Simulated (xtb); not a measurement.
xtb input (GFN2-xTB):

```bash
xtb mol.xyz --gfn 2 --sp --chrg -1 --uhf 0
```
mol.xyz:
```
15

C      1.73891752    -0.08966407    -0.57283165
Si    -0.00067120     0.04779463     0.20006390
C     -0.92217806     1.27743450    -0.96908462
C     -0.84339262    -1.62293794    -0.27593052
N      0.14166134     0.43413540     1.80045606
H      2.27501702     0.85788050    -0.46596509
H      2.32162023    -0.85774935    -0.05595021
H      1.70246736    -0.34512730    -1.63762628
H     -0.90512361     0.96367124    -2.02056651
H     -0.46838150     2.27125855    -0.90215477
H     -1.97132272     1.37708066    -0.66861797
H     -0.82957029    -1.81771490    -1.35584870
H     -1.88964398    -1.62980394     0.04999126
H     -0.34001110    -2.45451234     0.22724759
H     -0.71736499     0.53794925     2.33248435
```

End of the output:

```
         :::::::::::::::::::::::::::::::::::::::::::::::::::::
         ::                     SUMMARY                     ::
         :::::::::::::::::::::::::::::::::::::::::::::::::::::
         :: total energy             -16.335801406561 Eh    ::
         :: gradient norm              0.020108199457 Eh/a0 ::
         :: HOMO-LUMO gap              6.184496919269 eV    ::
         ::.................................................::
         :: SCC energy               -16.557625051100 Eh    ::
         :: -> isotropic ES            0.142402993390 Eh    ::
         :: -> anisotropic ES          0.023859958094 Eh    ::
         :: -> anisotropic XC         -0.001610784858 Eh    ::
         :: -> dispersion             -0.010448174243 Eh    ::
         :: repulsion energy           0.221823644539 Eh    ::
         :: add. restraining           0.000000000000 Eh    ::
         :: total charge              -1.000000000000 e     ::
         :::::::::::::::::::::::::::::::::::::::::::::::::::::

           -------------------------------------------------
          |                Property Printout                |
           -------------------------------------------------

    * Orbital Energies and Occupations

         #    Occupation            Energy/Eh            Energy/eV
      -------------------------------------------------------------
         1        2.0000           -0.4974568             -13.5365
       ...           ...                  ...                  ...
         4        2.0000           -0.3659759              -9.9587
         5        2.0000           -0.3088918              -8.4054
         6        2.0000           -0.2923767              -7.9560
         7        2.0000           -0.2897036              -7.8832
         8        2.0000           -0.2876436              -7.8272
         9        2.0000           -0.2818695              -7.6701
        10        2.0000           -0.2813699              -7.6565
        11        2.0000           -0.2788110              -7.5868
        12        2.0000           -0.2248960              -6.1197
        13        2.0000           -0.1931820              -5.2568
        14        2.0000           -0.1871860              -5.0936
        15        2.0000           -0.1442409              -3.9250
        16        2.0000           -0.1210943              -3.2951 (HOMO)
        17                          0.1061818               2.8894 (LUMO)
        18                          0.1190379               3.2392
        19                          0.1358832               3.6976
        20                          0.2396414               6.5210
        21                          0.2418167               6.5802
        22                          0.2696282               7.3370
        23                          0.3532225               9.6117
        24                          0.3562410               9.6938
        25                          0.3695719              10.0566
        26                          0.3780272              10.2866
        27                          0.3822937              10.4027
       ...                                ...                  ...
        35                          0.9920868              26.9961
      -------------------------------------------------------------
                  HL-Gap            0.2272761 Eh            6.1845 eV
             Fermi-level           -0.0074562 Eh           -0.2029 eV

     #   Z          covCN         q      C6AA      α(0)
     1   6 C        3.645    -0.168    24.149     7.063
     2  14 Si       3.436     0.391   106.863    20.197
     3   6 C        3.641    -0.174    24.310     7.090
     4   6 C        3.641    -0.174    24.310     7.090
     5   7 N        1.682    -0.552    35.871     8.848
     6   1 H        0.924    -0.045     3.962     3.113
     7   1 H        0.924    -0.045     3.962     3.113
     8   1 H        0.924    -0.045     3.960     3.112
     9   1 H        0.924    -0.036     3.761     3.033
    10   1 H        0.924    -0.044     3.943     3.105
    11   1 H        0.924    -0.050     4.104     3.168
    12   1 H        0.924    -0.036     3.761     3.033
    13   1 H        0.924    -0.050     4.104     3.168
    14   1 H        0.924    -0.044     3.943     3.105
    15   1 H        0.862     0.071     2.092     2.266

 Mol. C6AA /au·bohr⁶  :       2508.378209
 Mol. C8AA /au·bohr⁸  :      67508.336797
 Mol. α(0) /au        :         80.502897

Wiberg/Mayer (AO) data.
largest (>0.10) Wiberg bond orders for each atom

 ---------------------------------------------------------------------------
     #   Z sym  total        # sym  WBO       # sym  WBO       # sym  WBO
 ---------------------------------------------------------------------------
     1   6 C    3.931 --     6 H    1.012     7 H    1.012     8 H    1.005
                             2 Si   0.789
     2  14 Si   4.099 --     5 N    1.817     1 C    0.789     3 C    0.782
                             4 C    0.782
     3   6 C    3.922 --    11 H    1.008    10 H    1.008     9 H    0.999
                             2 Si   0.782
     4   6 C    3.922 --    13 H    1.008    14 H    1.008    12 H    0.999
                             2 Si   0.782
     5   7 N    2.919 --     2 Si   1.817    15 H    0.962
     6   1 H    0.998 --     1 C    1.012
     7   1 H    0.998 --     1 C    1.012
     8   1 H    0.998 --     1 C    1.005
     9   1 H    0.999 --     3 C    0.999
    10   1 H    0.998 --     3 C    1.008
    11   1 H    0.997 --     3 C    1.008
    12   1 H    0.999 --     4 C    0.999
    13   1 H    0.997 --     4 C    1.008
    14   1 H    0.998 --     4 C    1.008
    15   1 H    0.995 --     5 N    0.962
 ---------------------------------------------------------------------------

Topologies differ in total number of bonds
Writing topology from bond orders to xtbtopo.mol

molecular dipole:
                 x           y           z       tot (Debye)
 q only:       -0.192      -0.078      -0.303
   full:       -0.451      -0.358      -1.446       3.956
molecular quadrupole (traceless):
Note: The following floating-point exceptions are signalling: IEEE_UNDERFLOW_FLAG IEEE_DENORMAL
normal termination of xtb
                xx          xy          yy          xz          yz          zz
 q only:        0.347      -0.383       0.509      -1.573      -0.394      -0.856
  q+dip:        1.209      -0.709       1.052      -2.958      -0.930      -2.261
   full:        2.993      -0.885       1.805      -3.786      -1.789      -4.797

           -------------------------------------------------
          | TOTAL ENERGY              -16.335801406561 Eh   |
          | GRADIENT NORM               0.020108199457 Eh/α |
          | HOMO-LUMO GAP               6.184496919269 eV   |
           -------------------------------------------------

------------------------------------------------------------------------
------------------------------------------------------------------------
 total:
 SCF:
```

It need not be the lowest isomer of its formula. Whether it binds its extra electron was not tested at this geometry.
